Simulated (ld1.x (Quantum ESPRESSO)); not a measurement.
**Ni: one change to a PAW potential, before and after**

```json
{"Element": "Ni", "Generator": "ld1.x (Quantum ESPRESSO) 7.5", "Type": "PAW", "Functional": "PBE", "Relativity": "scalar-relativistic", "Frozen core": "[Ne]", "Valence charge": "18", "Reference configuration": "3s2 3p6 3d8 4s1.75 4p0.25", "Partial waves": "3s (bound): rcut 1.00, rcutus 1.05 bohr; 4s (bound): rcut 1.00, rcutus 1.05 bohr; 3p (bound): rcut 1.10, rcutus 1.15 bohr; 4p (bound): rcut 1.10, rcutus 1.15 bohr; 3d (bound): rcut 1.45, rcutus 1.55 bohr; 3d channel at 0.35 Ry: rcut 1.45, rcutus 1.55 bohr; 4f channel at 0.05 Ry: rc 1.70 bohr", "Local potential": "the f channel", "Core correction": "a·sin(br)/r model core, default radius (core density twice the valence density)", "Augmentation charge": "PSQ, inside the norm-conserving radii"}
```

Change: all radii but the core radius scaled by about 1.27 (s 1.32, p 1.46, d 1.96, f 2.16 bohr, rcut 1.26/1.40/1.84/2.16).

Cutoffs: the cutoffs (Ry, on a coarse ladder) from which the occupation-weighted sum of valence levels, in a spherical-Bessel basis at the reference potential, stays within 10 and 1 mRy of its value at 400 Ry; they do not see the model core or the augmentation charge, which bear on the density cutoff. Errors are all-electron minus pseudo energies relative to the spin-unpolarised reference configuration.

Question: What does the change do?

Answer: The potential gets softer (70 Ry and 120 Ry → 55 Ry and 90 Ry); the number of tests with a reliable result goes from 7 to 3 (the test run of the changed file stopped, so its transferability is not established); of the 3 tests that both files solve, the error grows in 2 and shrinks in 0 by more than 15 % and 0.3 meV (median size 0.5 → 1.3 meV); neither file shows a bound ghost. A larger radius leaves more room for a smooth pseudo-wave, so fewer plane waves are needed.

| quantity | base | changed |
| --- | --- | --- |
| cutoff, loose | 70 Ry | 55 Ry |
| cutoff, tight | 120 Ry | 90 Ry |
| loose cutoff by channel (10 mRy a level) | s 45 Ry, p 55 Ry, d 35 Ry | s 45 Ry, p 50 Ry, d 21 Ry |
| bound ghosts | none | none |
| tests with a reliable result | 7 of 7 | 3 of 7 (the test run stopped) |
| error for 3s2 3p6 3d8 4s2 4p0, meV [ΔE -1.11 eV] | +0.1 | +0.1 |
| error for 3s2 3p6 3d8 4s1 4p0, meV [ΔE 8.21 eV] | -0.5 | -1.3 |
| error for 3s2 3p6 3d8 4s0 4p0, meV [ΔE 25.56 eV] | -2.4 | -7.4 |
| lowest overlap eigenvalue by channel | s 0.40, p 0.22, d 0.99 | s 0.09, p 0.09, d 0.15 |
